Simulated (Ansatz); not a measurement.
`N#[C][Sn]([F])([F])[C]#N`, relaxed with RKS PBE-D4/def2-SVP in Ansatz 0.2.0 from a rough embedded geometry. The force threshold is 0.03 eV/Å; the program also tests the step.

The species carries charge 0 and has multiplicity 1. Sn: def2 effective core potential.

Start:

```xyz
7

N     1.934   -2.230   -0.071
C     1.338   -1.255   -0.126
Sn    0.170    0.475   -0.240
F     1.070    1.993    0.425
F    -0.269    0.834   -2.126
C    -1.617    0.177    0.783
N    -2.627    0.005    1.355
```

```json
{"step": "1", "energy (eV)": "-16299.3602", "largest force (eV/Å)": "3.160", "largest move (Å)": "0.000"}
{"step": "2", "energy (eV)": "-16299.4660", "largest force (eV/Å)": "0.213", "largest move (Å)": "0.084"}
{"step": "3", "energy (eV)": "-16299.4677", "largest force (eV/Å)": "0.054", "largest move (Å)": "0.014"}
{"step": "4", "energy (eV)": "-16299.4681", "largest force (eV/Å)": "0.006", "largest move (Å)": "0.021"}
```

End:

```xyz
7

N     2.041   -2.222   -0.092
C     1.362   -1.267   -0.154
Sn    0.130    0.432   -0.258
F     1.085    1.958    0.442
F    -0.256    0.825   -2.109
C    -1.677    0.204    0.792
N    -2.684    0.070    1.379
```

It took 8.5 s on 4 threads of a server CPU on a shared host, with 0.17 GiB of host memory at the peak.
